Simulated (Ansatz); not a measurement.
AsP₃⁻. Total charge -1; doublet. Geometry r2SCAN-D4/def2-SVP, that of the neutral singlet.

```xyz
4

P    -0.5993   -0.0031   -1.2301
P     1.2830    0.4505   -0.1523
P     0.0523   -1.2905    0.4517
As   -0.7360    0.8431    0.9306
```

At PBE-D4/def2-TZVPD, r2SCAN-D4/def2-TZVPD, PBE0-D4/def2-TZVPD the highest occupied level of the charge -1 doublet lies above zero (up to 2.31 eV). By energy differences it is unbound by 0.37 eV (vertical, to the charge 0 singlet, at PBE-D4/def2-TZVPD) and held by the finite basis. The structure comes from a short search, and lower isomers may exist.

Estimate the α-spin orbital energies around the gap (eV) in Ansatz with PBE-D4/def2-TZVPD, r2SCAN-D4/def2-TZVPD, PBE0-D4/def2-TZVPD.


| orbital | PBE-D4/def2-TZVPD | r2SCAN-D4/def2-TZVPD | PBE0-D4/def2-TZVPD |
| --- | --- | --- | --- |
| HOMO−5 | -2.94 | -3.23 | -3.92 |
| HOMO−4 | -2.65 | -2.92 | -3.61 |
| HOMO−3 | -2.65 | -2.92 | -3.58 |
| HOMO−2 | -1.84 | -2.09 | -2.75 |
| HOMO−1 | -1.84 | -2.09 | -2.73 |
| HOMO | 2.31 | 2.22 | 1.89 |
| LUMO | 2.50 | 2.60 | 3.20 |
| LUMO+1 | 2.50 | 2.60 | 3.21 |
| LUMO+2 | 2.71 | 2.83 | 3.46 |
| LUMO+3 | 2.72 | 2.94 | 3.52 |
| LUMO+4 | 2.72 | 2.94 | 3.60 |
| LUMO+5 | 4.32 | 4.65 | 4.90 |
| β HOMO | -1.74 | -1.98 | -2.51 |
| β LUMO | 2.64 | 2.90 | 3.30 |
